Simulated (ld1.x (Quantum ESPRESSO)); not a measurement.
Ge (Z = 32): variants of one PAW potential

Base potential:

ld1.x (Quantum ESPRESSO) 7.5 input, shortened:

```
&input
   title='Ge', zed=32., rel=2, dft='PBE', iswitch=3,
   config='[Ar] 3d10 4s1 4p3', rel_dist='average'
 /
 &inputp
   pseudotype=3, lpaw=.true., tm=.true., lloc=-1, rcloc=1.75,
   nlcc=.true., new_core_ps=.true., rcore=0.80,
   which_augfun='BESSEL', rmatch_augfun=0.70
 /
6
4S  1  0   1.00   0.00  1.70  1.90  0.0
4S  1  0   0.00   1.10  1.70  1.90  0.0
4P  2  1   3.00   0.00  1.55  1.80  0.0
4P  2  1   0.00   0.25  1.55  1.80  0.0
3D  3  2  10.00   0.00  0.80  0.85  0.0
3D  3  2   0.00  -0.40  0.80  0.85  0.0
 &test
   configts(1)='3d10 4s1 4p3'
 /
```

Open shells are filled in proportion to 2j + 1 (rel_dist='average').

All-electron outer shells of the reference configuration (PBE, scalar-relativistic, ld1.x):

```csv
shell,level (eV),outermost node (bohr),outermost maximum (bohr)
3s,-170.28,0.26,0.54
3p,-117.41,0.23,0.54
3d,-31.05,–,0.50
4s,-12.69,0.77,1.73
4p,-4.58,0.82,2.16
```

Cutoffs, loose and tight: the cutoffs (Ry, on a coarse ladder) from which the occupation-weighted sum of valence levels, in a spherical-Bessel basis at the reference potential, stays within 10 and 1 mRy of its value at 400 Ry. They do not see the model core or the augmentation charge, which bear on the density cutoff. Test errors are all-electron minus pseudo excitation energies from the reference, over the configurations 3d10 4s2 4p2; 3d10 4s2 4p1; 3d10 4s2 4p0; 3d10 4s2 4p1.5; 3d9 4s2 4p3; 3d10 4s0 4p4; 3d9 4s2 4p2. A dash means not determined; rows that change the core or the reference have their own tests. The largest error is taken over the tests solved by every variant that gives reliable tests at all: 3d10 4s0 4p4; 3d10 4s2 4p0; 3d10 4s2 4p1; 3d10 4s2 4p2; 3d9 4s2 4p2; 3d9 4s2 4p3.

Cutoffs are not given where the Bessel-basis levels miss the radial ones by over 6 mRy, ghosts where they miss by over 20 mRy; a channel whose overlap is not positive is not tested.

| change | outcome | cutoff, loose | cutoff, tight | bound ghosts | largest test error (meV) |
| --- | --- | --- | --- | --- | --- |
| base | generated | – | – | not determined | -191 |
| wave 4s channel at 1.1 Ry: rcut 1.70, rcutus 1.90 bohr becomes 4s channel at 0.21 Ry: rcut 1.70, rcutus 1.90 bohr | generated | – | – | not determined | -182 |
| augmentation BESSEL, radius 0.75 bohr | generated | – | – | not determined | -202 |
| reference 3d10 4s2 4p2 | generated | – | – | not determined | -225 |
| scalar-relativistic | generated | 230 Ry | over 300 Ry | none | -195 |
| core [Ar] 3d10, valence charge 4; reference 4s1 4p3; waves now 4s (bound): rcut 1.15, rcutus 1.45 bohr; 4s channel at 1.1 Ry: rcut 1.15, rcutus 1.45 bohr; 4p (bound): rcut 1.15, rcutus 1.55 bohr; 4p channel at 0.25 Ry: rcut 1.15, rcutus 1.55 bohr; local potential all-electron potential smoothed inside 1.35 bohr (lloc = -2); core correction Bessel-smoothed model core, default radius (core density twice the valence density); augmentation BESSEL, radius 1.30 bohr | generated, misses its reference levels by 0.24 eV | – | – | not determined | test run stopped at test 1 of 7 (negative rho) |
| core correction Bessel-smoothed model core inside 0.50 bohr | generated | – | – | not determined | -194 |
| functional PBEsol | generated | – | – | not determined | -183 |
| waves 4p (bound): rcut 1.55, rcutus 2.40 bohr; 4p channel at 0.25 Ry: rcut 1.55, rcutus 2.40 bohr | generated | – | – | not determined | -149 |

Problem. What comes out with this change to the base: all radii but the core radius scaled by about 1.21 (s 2.30, p 2.18, d 1.02 bohr, rcut 2.06/1.88/0.96); local potential all-electron potential smoothed inside 2.12 bohr (lloc = -1); augmentation BESSEL, radius 0.84 bohr?

Solution. outcome: generated; bound ghosts: not determined; largest test error (meV): +99.

Problem. What comes out with this change to the base: waves 3d (bound): rcut 0.80, rcutus 1.18 bohr; 3d channel at -0.4 Ry: rcut 0.80, rcutus 1.18 bohr?

Solution. outcome: generated; bound ghosts: not determined; largest test error (meV): -123.
